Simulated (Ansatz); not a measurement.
Job for Ansatz (a program for electronic structure): R-B3LYP/def2-TZVPP on GaH2IO2 (SMILES [OH][Ga]([OH])[I]), a point of a torsion scan. Elements past Kr take the def2 small-core potentials; no spin–orbit coupling.

Ansatz 0.2 input:
```yaml
crystal:
  periodic: [false, false, false]
  atoms:
    - {symbol: O, position_ang: [-0.92159661, -1.18441127, 0.43514794]}
    - {symbol: Ga, position_ang: [-0.13740923, 0.22109836, 1.06680000]}
    - {symbol: O, position_ang: [-0.82292798, 1.81462047, 1.10456898]}
    - {symbol: I, position_ang: [2.05595499, -0.04106293, 2.16033849]}
    - {symbol: H, position_ang: [-1.20971971, -1.43091692, -0.43939632]}
    - {symbol: H, position_ang: [-1.69908288, 2.03934799, 0.79553976]}
basis:
  gaussian:
    orbitals: def2-TZVPP
hamiltonian:
  xc: {name: B3LYP}
scf: {lower_state_search: off}
```

The head of its log:

```
WARN ansatz: RAYON_NUM_THREADS=1 ignored (pool sized by the plan → 1); use --threads N
Functional definition: B3LYP
these checks for a lower state are left out or cut short: stability, starts, cluster_reference, orbital_swaps, neighbouring_geometries, increment
integrals: 0.11 GiB planned
1234 factors; their error is unknown
mean field: 1.01 GiB planned
mean field evaluation 1: about -64601.8429 eV, gradient 8.9e1 eV
mean field evaluation 2: about -64554.4418 eV, gradient 1.8e2 eV
```

Task: Give the final energy of this run.

Result: -2374.5381 hartree.
